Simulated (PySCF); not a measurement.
Members of one family of related compounds. Method used: PySCF, TDDFT PBE0/def2-SVPD, vertical, gas phase, core orbitals frozen in the response, def2 core potentials past Kr. Geometries: PBE0-D3(BJ)/def2-SVP; one conformer of each isolated species. Triplets are in the Tamm–Dancoff approximation. 'Strongest' means the level of largest summed f among the lowest 10 singlets; it needn't be the same kind of state in each. Atoms past krypton carry core potentials; spin–orbit coupling is left out.

Question: Rank by computed HOMO–LUMO gap, highest first.
A. SnCl(vinyl)3, `C=[CH][Sn]([Cl])([CH]=C)[CH]=C`
B. SnClI3, `[Cl][Sn]([I])([I])[I]`
C. SnCl(NHMe)3, `C[NH][Sn]([Cl])([NH]C)[NH]C`
D. SnClEt3, `C[CH2][Sn]([Cl])([CH2]C)[CH2]C`

Answer: D (7.37 eV), A (7.14 eV), C (5.79 eV), B (4.19 eV).

```csv
SMILES,gap (eV),HOMO (eV),LUMO (eV),T1 (eV),f (strongest),S1 mainly
C[CH2][Sn]([Cl])([CH2]C)[CH2]C,7.37,-7.47,-0.10,5.75,0.20,H-1/H→L+1 (≥74%)
C=[CH][Sn]([Cl])([CH]=C)[CH]=C,7.14,-7.85,-0.71,4.23,0.13,H-1/H→L+1 (≥45%)
C[NH][Sn]([Cl])([NH]C)[NH]C,5.79,-6.75,-0.96,4.08,0.08,H→L (96%)
[Cl][Sn]([I])([I])[I],4.19,-8.04,-3.86,2.77,0.11,H→L (99%)
```

H and L stand for HOMO and LUMO. A slash joins orbitals within 0.01 eV of each other, whose weights are summed (≥ marks a lower bound).
